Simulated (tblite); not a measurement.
Compound: C6H6F (doublet state).
Atom-mapped SMILES: `[F:1][CH2:2][C:3]1[CH:4]=[CH:5][CH:6]=[CH:7]1` (hydrogens: H8, H9 on C2; H10 on C4; H11 on C5; H12 on C6; H13 on C7)

Computed geometry: GFN2-xTB, gas phase. This method treats the open shell by occupation alone, without spin polarisation.

Some entries are withheld. Bonds in one row agree within 0.01 Å.

| coordinate | value |
| --- | --- |
| F1–C2 | ? |
| C2–C3 | ? |
| C3–C4 | ? |
| C4=C5 | ? |
| C5–C6 | 1.455 Å |
| C6=C7 | ? |
| C3–C7 | ? |
| C2–H8, C2–H9 | 1.100 Å |
| C4–H10, C7–H13 | 1.073 Å |
| C5–H11, C6–H12 | 1.074 Å |
| F1–C2–C3 | ? |
| C2–C3–C4 | 127.7° |
| C2–C3–C7 | 124.0° |
| C4–C3–C7 | ? |
| C3–C4–C5 | 107.6° |
| C4–C5–C6 | ? |

Question: Estimate the withheld lengths and angles.

Answer: 
- F1–C2 = 1.370 Å, drawn single (ends: fluorine bonded to C; carbon bonded to C, F and 2 H); 0.04 Å above the sum of covalent radii, 1.33 Å.
- C2–C3 = 1.477 Å, drawn single (ends: carbon bonded to C, F and 2 H; carbon bonded to 3 C); 0.01 Å below the sum of covalent radii, 1.49 Å.
- C3–C4 = 1.408 Å, drawn single in one of several resonance forms (ends: carbon bonded to 3 C; carbon bonded to 2 C and H); 0.05 Å below the sum of covalent radii, 1.46 Å.
- C4=C5 = 1.372 Å, drawn double in one of several resonance forms (both ends carbon bonded to 2 C and H); 0.09 Å below the sum of covalent radii, 1.46 Å.
- C6=C7 = 1.356 Å, drawn double in one of several resonance forms (both ends carbon bonded to 2 C and H); 0.10 Å below the sum of covalent radii, 1.46 Å.
- C3–C7 = 1.440 Å, drawn single in one of several resonance forms (ends: carbon bonded to 3 C; carbon bonded to 2 C and H); 0.02 Å below the sum of covalent radii, 1.46 Å.
- F1–C2–C3 = 112.6°, at the carbon bonded to C, F and 2 H; the outer atoms are 2.370 Å apart.
- C4–C3–C7 = 108.3°, at the carbon bonded to 3 C, inside a 5-membered ring; the outer atoms are 2.308 Å apart.
- C4–C5–C6 = 108.4°, at the carbon bonded to 2 C and H, inside a 5-membered ring; the outer atoms are 2.294 Å apart.

Radii are Cordero's, carbon taken as 0.76, 0.73 or 0.69 Å for four, three, and two or fewer neighbours.

Its GFN2-xTB frequencies are all real (lowest 63 cm⁻¹). Torsions: F1–C2–C3–C4 0°.

One conformer stands for the species.
